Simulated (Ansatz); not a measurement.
Start from `F[SiH]1CS1` and change one atom or group to get `F[Si]1([GeH3])CS1`.

Ansatz, PBE0-D4/def2-TZVP geometries, multiplicity 1. 

Scalar relativity is left out up to krypton.

| property | `F[SiH]1CS1` |
| --- | --- |
| LUMO energy (PBE0/def2-TZVPP) / eV | -0.07 |
| LUMO energy (ωB97M-V/def2-TZVPP) / eV | 1.80 |
| size of the dipole moment (B3LYP/def2-TZVPP) / D | 1.64 |
| HOMO energy (PBE0/def2-TZVPP) / eV | -7.37 |
| HOMO energy (PBE/def2-TZVPP) / eV | -6.15 |
| HOMO–LUMO gap (ωB97M-V/def2-TZVPP) / eV | 11.34 |

Task: What does the change do to each property? (Best estimate.)

Result: The calculation gave: 
| property | `F[Si]1([GeH3])CS1` | shift |
| --- | --- | --- |
| LUMO energy (PBE0/def2-TZVPP) / eV | -0.45 | -0.38 |
| LUMO energy (ωB97M-V/def2-TZVPP) / eV | 1.36 | -0.44 |
| size of the dipole moment (B3LYP/def2-TZVPP) / D | 1.90 | 0.26 |
| HOMO energy (PBE0/def2-TZVPP) / eV | -7.22 | 0.15 |
| HOMO energy (PBE/def2-TZVPP) / eV | -6.03 | 0.12 |
| HOMO–LUMO gap (ωB97M-V/def2-TZVPP) / eV | 10.73 | -0.61 |

With PBE0 the HOMO rises by 0.15 eV and the LUMO falls by 0.38 eV, so the gap narrows by about 0.53 eV. PBE moves the HOMO by 0.12 eV and ωB97M-V by 0.17 eV. Dipoles are sizes alone; their direction can turn.

B3LYP here is the variant with VWN-RPA as its local correlation; programs differ in this.
